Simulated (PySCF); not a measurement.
Gas-phase reaction: 2 GeCl₃ + 2 I₂ ⇌ 2 GeI₂ + 3 Cl₂

Energies from PySCF, thermal terms from the rigid-rotor harmonic-oscillator model, ideal gas at 1 bar. † marks an energy on the PBE0/def2-TZVP geometry and frequencies; other levels use their own. CCSD(T) freezes the core. Open shells (unrestricted): GeCl₃ (multiplicity 2); the rest are closed-shell singlets. B3LYP is the form with VWN-RPA correlation. I: scalar-relativistic def2 core potential, no spin-orbit coupling. Ge: all electrons, no relativistic terms. GeCl₃: computed as isolated molecules; such fragments, hydroxides, amides, oligomers or adducts are transient or little studied in the gas. CCSD(T) isn't extrapolated to the basis-set limit. The harmonic model lacks anharmonicity and excited electronic states, which grow with temperature; levels with a mode under 35 cm⁻¹ are left out. Soft modes under 120 cm⁻¹ make the harmonic entropy rough for GeI₂.

```tsv
level	ΔE electronic, kJ	ΔH°(298 K), kJ	ΔS°(298 K), J/K	ΔG°(1400 K), kJ
B3LYP/def2-TZVP†	441	437	146	245
CCSD(T)/def2-SVP†	500	496	146	304
HF/def2-TZVP†	583	579	146	387
PBE/def2-SVP	469	465	143	277
PBE/def2-TZVP†	432	427	146	236
PBE0/def2-QZVP†	472	468	146	277
PBE0/def2-SVP†	515	510	146	319
r2SCAN/def2-TZVP†	509	505	146	314
ωB97M-V/def2-TZVP†	480	476	146	284
ωB97X-V/def2-TZVP†	504	500	146	309
```
ΔH° is lowest at PBE/def2-TZVP† and highest at HF/def2-TZVP†. No reference value is set beside these.
